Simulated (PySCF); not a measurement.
Vertical excitations of a molecule C4H4BrCl from PySCF with TDDFT-CAM-B3LYP/def2-SVPD, as energy in eV (oscillator strength): 4.68 (0.001), 5.97 (0.019), 6.01 (0.005), 6.33 (0.016), 6.51 (0.001), 6.68 (0.739), 6.78 (0.016), 7.02 (0.440), 7.08 (0.004), 7.19 (0.018). Lowest triplet (TDA): 4.13 eV. Coordinates come from a PBE0-D3(BJ)/def2-SVP optimisation. The values are those of a single conformer.

Pick the molecule that these values belong to.
(A) C=C(Br)/C=C\Cl
(B) C=C/C(Cl)=C\Br
(C) C=C/C=C(/Cl)Br
(D) ClCC=C=CBr

D, ClCC=C=CBr
